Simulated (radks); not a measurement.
All-electron atom: Ne I in [He] 2s2 2p5 3d1 (not the ground configuration). Method: Dirac Kohn-Sham, BLYP, spin-unpolarised, spherical densities, point nucleus; open shells are shared between the two j in proportion to 2j + 1; computed with a radial shooting solver on a logarithmic mesh with Libxc functionals.

Normalised radial functions P(r) = r R(r) (large component), r in bohr:

r	1s1/2	2s1/2	2p3/2
0.007699	0.4366	0.1074	0.0018
0.01019	0.5630	0.1385	0.0031
0.01348	0.7203	0.1770	0.0053
0.01783	0.9117	0.2237	0.0090
0.0236	1.1380	0.2785	0.0154
0.03122	1.3944	0.3396	0.0259
0.04131	1.6677	0.4026	0.0432
0.05466	1.9320	0.4586	0.0709
0.07232	2.1466	0.4934	0.1141
0.09569	2.2582	0.4860	0.1793
0.1266	2.2122	0.4111	0.2730
0.1675	1.9749	0.2451	0.3995
0.2216	1.5623	-0.0216	0.5568
0.2933	1.0561	-0.3677	0.7305
0.388	0.5826	-0.7299	0.8912
0.5134	0.2469	-1.0090	0.9961
0.6793	0.0743	-1.1082	1.0025
0.8988	0.0143	-0.9938	0.8948
1.189	0.0015	-0.7248	0.6970
1.574	0.0001	-0.4197	0.4630
2.099	0.0000	-0.1796	0.2483
2.777	0.0000	-0.0555	0.1053
3.674	0.0000	-0.0108	0.0313
4.861	0.0000	-0.0011	0.0058
6.432	0.0000	-0.0001	0.0007
8.511	0.0000	0.0000	0.0000
11.26	0.0000	0.0000	0.0000
14.9	0.0000	0.0000	0.0000
19.71	0.0000	0.0000	0.0000
26.08	0.0000	0.0000	0.0000
34.51	0.0000	0.0000	0.0000

1s1/2: eigenvalue -851.32 eV, 0 radial nodes, <r> = 0.158 bohr, 90 % of the charge inside 0.283 bohr. 2s1/2: eigenvalue -52.493 eV, 1 radial node at r = 0.217 bohr, <r> = 0.865 bohr, 90 % of the charge inside 1.38 bohr. 2p3/2: eigenvalue -29.237 eV, 0 radial nodes, <r> = 0.885 bohr, 90 % of the charge inside 1.53 bohr.

Empty levels of this run are not shown, since the potential may be unsettled where no density lies.
